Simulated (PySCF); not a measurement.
PySCF input file for thionyl fluoride cation (F2OS), SMILES FS(F)=O (connectivity only; charge and spin as stated), charge +1, multiplicity 2, B3LYP-D3(BJ)/def2-TZVP. The structure is a stationary point at B3LYP-D3(BJ)/def2-TZVP. The spin state was assumed, not searched.

```python
import numpy as np
from pyscf import gto, scf, dft
from pyscf.hessian import thermo

mol = gto.M(
    atom='''
    O     1.43678015   -0.23924256    0.00000004
    S     0.11836043    0.30255131    0.00000000
    F    -0.74377819   -0.16260448   -1.16197860
    F    -0.74377826   -0.16260447    1.16197856
    ''',
    basis='def2-TZVP',
    charge=1,
    spin=1,
    max_memory=1600,
    verbose=3,
)
mf = dft.UKS(mol, xc='b3lyp').density_fit(auxbasis='def2-universal-jkfit')
mf.disp = 'd3bj'
mf.grids.level = 3
mf.conv_tol = 1e-11
mf.max_cycle = 100
mf.kernel()
fine, coarse = mf.grids, dft.Grids(mol).set(level=1).build(with_non0tab=True)
for _ in range(3):  # follow internal instabilities
    mf.grids = coarse
    mo, _, stable, _ = mf.stability(return_status=True, nroots=4)
    mf.grids = fine
    if stable:
        break
    mf.kernel(mf.make_rdm1(mo, mf.mo_occ))

# [left out here: the lines that compute and print the analytic Hessian (its translational invariance restored by hand, since the grid's response is missing), thermochemistry and intensities]
```

Output:

```

WARN: HOMO -0.308731597168737 >= LUMO -0.308731597168752

converged SCF energy = -672.805380228568  <S^2> = 0.75751435  2S+1 = 2.0075003
<class 'pyscf.df.df_jk.DFUKS'> wavefunction is stable in the internal stability analysis

WARN: DFTD3 does not support analytical Hessian, using finite difference


WARN: Mole.unit (angstrom) is changed to Bohr

Mode                                 0                   1                   2
Irrep
Freq [cm^-1]                      373.3017            388.5359            438.9253
Reduced mass [au]                  18.3420             19.5812             22.3997
Force const [Dyne/A]                1.5060              1.7416              2.5426
Char temp [K]                     537.0980            559.0167            631.5158
Normal mode                   x     y     z       x     y     z       x     y     z
       0   O                -0.00 -0.00 -0.17   -0.09 -0.04  0.00    0.05  0.09  0.00
       1   S                -0.00  0.00  0.06   -0.06  0.03 -0.00   -0.00 -0.12 -0.00
       2   F                 0.10 -0.03  0.02    0.09 -0.00 -0.10   -0.02  0.06 -0.07
       3   F                -0.10  0.03  0.02    0.09 -0.00  0.10   -0.02  0.06  0.07
Mode                                 3                   4                   5
Irrep
Freq [cm^-1]                      862.2535            932.9052           1215.3780
Reduced mass [au]                  20.2031             23.1060             19.9940
Force const [Dyne/A]                8.8499             11.8481             17.4010
Char temp [K]                    1240.5908           1342.2428           1748.6583
Normal mode                   x     y     z       x     y     z       x     y     z
       0   O                 0.09 -0.03  0.00   -0.00  0.00  0.01   -0.18  0.06  0.00
       1   S                 0.05  0.07 -0.00   -0.00 -0.00 -0.12    0.11 -0.01  0.00
       2   F                -0.08 -0.04 -0.10    0.07  0.04  0.09   -0.02 -0.02 -0.02
       3   F                -0.08 -0.04  0.10   -0.07 -0.04  0.09   -0.02 -0.02  0.02
temperature 298.1500 [K]
pressure 101325.00 [Pa]
Rotational constants [GHz] 8.99957 8.51881 4.77785
Symmetry number 1
Zero-point energy (ZPE) 0.00959 [Eh]   25189.165 [J/mol]
                           tot       elec      trans        rot        vib
Entropy [J/mol/K]       285.186      5.763    164.307    101.620     13.495
Cv [J/mol/K]             48.425      0.000     12.472     12.472     23.481
Cp [J/mol/K]             56.739      0.000     20.786     12.472     23.481
Internal energy [J/mol]                      3718.434   3718.434  27961.571
Internal energy [Eh]   -672.79190  -672.80538
Enthalpy [J/mol]                             6197.391   3718.434  27961.571
Enthalpy [Eh]          -672.79095
Gibbs free energy [J/mol]                  -42790.786 -26579.628  23938.004
Gibbs free energy [Eh] -672.82334
mode   freq/cm-1   IR/(km/mol)
   1      373.30         9.404
   2      388.54         8.166
   3      438.93        23.741
   4      862.25        77.344
   5      932.91       160.513
   6     1215.38        46.480
max |gradient| / (hartree/bohr): 0.00010573077226868838
APT charges: [-0.0181  1.6085 -0.2952 -0.2952]
```

Self-consistency was reached.

Cost: very roughly 2.7 core-minutes.
